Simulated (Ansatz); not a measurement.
Reaction (formal loss of a carbene): `FC(F)[C@H](F)[C@@H](F)C(F)(F)F` → `FC(F)C(F)C(F)(F)F` + `[CH]F`

Program: Ansatz. Geometries: PBE0-D4/def2-TZVP. ΔE: electronic, gas phase. CCSD(T)/CBS is the MP2 limit (def2-TZVPP, def2-QZVPP) plus CCSD(T) − MP2 in def2-TZVPP, frozen cores. This one scheme is used for every species. Functionals use def2-TZVPP. One conformer a species, not always the lowest.

```json
{"level": "PBE", "ΔE (kJ/mol)": "388.9"}
{"level": "SCS-MP2/def2-TZVPP", "ΔE (kJ/mol)": "387.0"}
```

Task: What does CCSD(T)/CBS give? (Best estimate.)

Result: Ansatz gave: +384.4 kJ/mol. The listed levels differ from it by 4.5, 2.6 kJ/mol.

Task: What do rigid-rotor, harmonic-oscillator terms from PBE0-D4/def2-TZVP frequencies (298.15 K, 1 bar) make of the CCSD(T)/CBS value? (Estimate.)

Result: The calculation gave: ΔZPE = -22.0 kJ/mol, ΔH = +366.9 kJ/mol, ΔS = 176 J/(mol·K), ΔG = +314.3 kJ/mol. Modes under 50 cm⁻¹ make the entropy rough.

Largest T1 diagnostic among the species: 0.018.

From PBE to PBE0 (25 % exact exchange), in def2-TZVPP and without D4, ΔE moves by +10.8 kJ/mol. Leaving LDA and LC-ωPBE aside and taking each functional with its dispersion term where it has one, the values, not all of them listed here, spread over 43.6 kJ/mol, from BLYP-D4 to r2SCAN0-D4. LDA lies +64.7 kJ/mol from PBE without D4.
